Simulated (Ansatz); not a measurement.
A nudged elastic band was laid between two geometries of CH$_{4}$AlClO (8 atoms, charge 0, multiplicity 1).

Method: Ansatz, RKS PBE-D4/def2-SVP.

```json
{
 "movable images": "5",
 "climbing image": "yes",
 "spring": "5.0 eV/Å²",
 "optimiser": "quadratic models (default)",
 "start path": "IDPP",
 "force threshold": "0.05 eV/Å",
 "iteration limit": "60",
 "end points": "relaxed"
}
```

Image 0:

```xyz
8
Properties=species:S:1:pos:R:3
O 0.193 1.519 -0.611
C 0.368 0.627 0.494
Al -0.036 -1.244 -0.042
Cl -1.505 -1.294 -1.590
H -0.685 1.330 -0.996
H -0.214 0.942 1.401
H 1.433 0.700 0.808
H 0.537 -2.638 0.480
```

Image 6:

```xyz
8
Properties=species:S:1:pos:R:3
O -0.397 1.463 -0.514
C 0.192 0.531 0.378
Al -0.028 -1.332 -0.247
Cl -1.022 -1.781 -2.063
H -0.252 2.357 -0.154
H -0.236 0.574 1.417
H 1.295 0.691 0.529
H 0.540 -2.560 0.598
```

**Question.** What changes between the two ends?

**Answer.** No bond is made or broken. The dihedral H5–O1–C2–H6 goes from -77 to 59°.

**Question.** Give the energies along the band, and the barrier.

**Answer.** The forces met the threshold. The highest image is number 3 of 0 to 6, 2.2 kcal/mol above the first end and 1.3 kcal/mol above the last; the last end lies 0.9 kcal/mol above the first. A vibrational analysis at the climbing image gives one clearly imaginary mode, 321i cm⁻¹: a first-order saddle point.

| image | path coordinate (Å) | energy (kcal/mol) | dihedral H5–O1–C2–H6 (°) |
| --- | --- | --- | --- |
| 0 | 0.00 | 0.0 | -77 |
| 1 | 0.40 | 0.3 | -65 |
| 2 | 0.80 | 1.3 | -39 |
| 3 | 1.20 | 2.2 | -1 |
| 4 | 1.57 | 1.6 | 33 |
| 5 | 1.93 | 1.0 | 55 |
| 6 | 2.30 | 0.9 | 59 |

**Question.** What is the geometry of the highest image?

**Answer.** 
```xyz
8
Properties=species:S:1:pos:R:3
O 0.060 1.477 -0.681
C 0.252 0.572 0.412
Al 0.071 -1.320 -0.173
Cl -1.171 -1.762 -1.836
H -0.686 2.058 -0.458
H -0.462 0.749 1.254
H 1.258 0.729 0.876
H 0.771 -2.561 0.550
```

**Question.** What are the harmonic wavenumbers there?

**Answer.** 321i, 28, 95, 265, 371, 478, 560, 612, 705, 1012, 1094, 1200, 1306, 1386, 1884, 2889, 2936, 3744 cm⁻¹.

The band took 6 iterations and about 80 core-seconds.

Run time: 79 s on 1 thread of Arm Neoverse V1 (shared host), peak memory 0.12 GiB.
